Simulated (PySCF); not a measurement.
Compound: C4H4O3S (charge +1 and doublet state).
Z-matrix (Å and degrees, GFN2-xTB geometry), rows numbered from 1:
```
C 
C   1  1.3129
C   2  1.4474  1  142.15
C   3  1.3591  2  129.37  1    10.17
O   3  1.3328  2  105.57  1  -168.74
S   5  1.7095  3   94.55  2    -5.42
O   6  1.4028  2  113.82  1    62.12
O   6  1.4073  2  110.22  1   -83.54
H   1  1.0867  2  123.06  3     9.59
H   1  1.0825  2  121.94  3  -172.69
H   4  1.0818  3  119.55  2  -168.38
H   4  1.0777  3  121.69  2     8.07
```

The hyperfine couplings belong to this conformer and change with its torsions.

Identity: `C=C1[C]([CH2+])OS1(=O)=O` [radical] (charge +1).

Theory: UKS B3LYP, pcH-1 on C H O S, non-relativistic, mean-field spin-orbit, GIAO (PySCF 2.14.0). The structure is a single GFN2-xTB conformer in the gas phase; no vibrational or solvent corrections. A GFN2-xTB geometry isn't a minimum of the functional, and hyperfine couplings can be far from their values at a DFT geometry, by a factor of two or more for some ions and for spin on atoms past the first row. The frame is twisted about the C1–C2 bond at this geometry (dihedral H9–C1–C2–C3 = 10°); couplings at other torsion angles weren't computed. No stability test was run, so a lower SCF solution isn't excluded.

(1) Give the principal g shifts and their parts.

(2) At 33.887 GHz, how far is the centre of the isotropic spectrum from where a free electron (g = 2.002319) resonates?

(3) What are the electron Larmor frequencies g μB B/h along the three axes at 340 mT?

(4) Average each term over the three axes. Which is largest in size?

(5) In a frozen sample, at which fields do the three g values resonate at 9.5, 34, 94 and 263 GHz (hyperfine left aside), and which band first spreads them over more than twice a line width of 1.0 mT?

Answers

(1) 
| Δg (ppm) | 1 | 2 | 3 |
| --- | --- | --- | --- |
| relativistic mass correction | -178 | -178 | -178 |
| gauge correction | 3 | 42 | 36 |
| orbital Zeeman/spin–orbit | -362 | 836 | 1921 |
| total | -537 | 700 | 1780 |

So g = 2.00178, 2.00302, 2.00410 and g_iso = 2.00297; the tensor is rhombic: the two nearest values differ by 47 % of g3 − g1. Axes: g2 points within 8° of the C1–C2 bond and g3 points within 3° of the C3–C4 bond.

(2) B = hν/(g μB) with μB/h = 13.99624 MHz/mT gives 1209.17 mT for the free electron and 1208.78 mT at g_iso, 0.39 mT lower.

(3) 9.5259, 9.5318, 9.5370 GHz for g1, g2 and g3, a range of 11.0 MHz.

(4) The orbital-Zeeman/spin–orbit term 798, the mass correction -178 and the gauge correction 27 ppm, for a total of 648 ppm. The orbital-Zeeman/spin–orbit term is the largest in size. The mass correction is the same along every axis, so the anisotropy comes from the other two: their spans along these axes are 39 (gauge) and 2283 ppm (orbital Zeeman/spin–orbit).

(5) 
| band | GHz | B(g3) mT | B(g2) mT | B(g1) mT | spread mT |
| --- | --- | --- | --- | --- | --- |
| X | 9.5 | 338.68 | 338.87 | 339.07 | 0.39 |
| Q | 34.0 | 1212.13 | 1212.78 | 1213.53 | 1.40 |
| W | 94.0 | 3351.18 | 3352.98 | 3355.05 | 3.88 |
| J | 263.0 | 9376.16 | 9381.21 | 9387.01 | 10.85 |

The spread grows in proportion to the frequency. W band is the first where it exceeds 2.0 mT.

Largest spin populations (Mulliken): C4 (+0.65), C1 (+0.19), O5 (+0.13) and C3 (+0.07). The angles at C4 add up to 359.9°, so it is planar; its axial dipolar tensor and the negative couplings of its protons fit spin in a p orbital normal to that plane.

The HOMO–LUMO gaps are 5.21 eV among the α and 2.81 eV among the β orbitals.

The SMILES draws the unpaired electron on C3; the largest computed Mulliken spin population is on C4 (0.65 against 0.07).
